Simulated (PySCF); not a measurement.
# A survey of ³¹P NMR shifts

PySCF 2.14.0 with density-fitted response routines calculation with geometry: GFN2-xTB and PBE0/pcSseg-1 with gauge-including orbitals; one conformer, in vacuum, no relativistic terms, equivalent nuclei averaged.

Shieldings were converted by a linear fit to measured shifts: ³¹P: δ = 270.09 − 0.828σ (rms 18.1 ppm, 64 shifts vs H3PO4, solution or neat liquid). Occasional misses reach two or three times the rms, and more in compound classes unlike the fitted ones.

Question: Give the ³¹P shifts of `CSCP=C=C(C)C`.

Answer: 
```tsv
compound	environment	δ (ppm)
CSCP=C=C(C)C	phosphorus bonded to 2 C	40.1
```

Question: Order these by ³¹P shift, lowest first.
A. CC[P@@]1(=S)C=C1OC
B. O=C1CC[PH](=S)CC1
C. C=C(C)C(=O)C(=O)[SiH2][SiH2]P
D. C=C[C@@H]1C[P@]1(=S)CO
E. S=[P@]12CC[C@H](CC1)C2
F. C=C(C)[P@H](=S)C1CC1

Answer: C (-229.2 ppm, phosphorus bonded to Si, 2 H), D (-57.8 ppm, phosphorus bonded to 3 C, S, in a 3-membered ring), A (-41.4 ppm, phosphorus bonded to 3 C, S, in a 3-membered ring), B (-11.1 ppm, phosphorus bonded to 2 C, S, H, in a 6-membered ring), F (16.6 ppm, phosphorus bonded to 2 C, S, H), E (44.1 ppm, phosphorus bonded to 3 C, S, in a 5-membered ring).
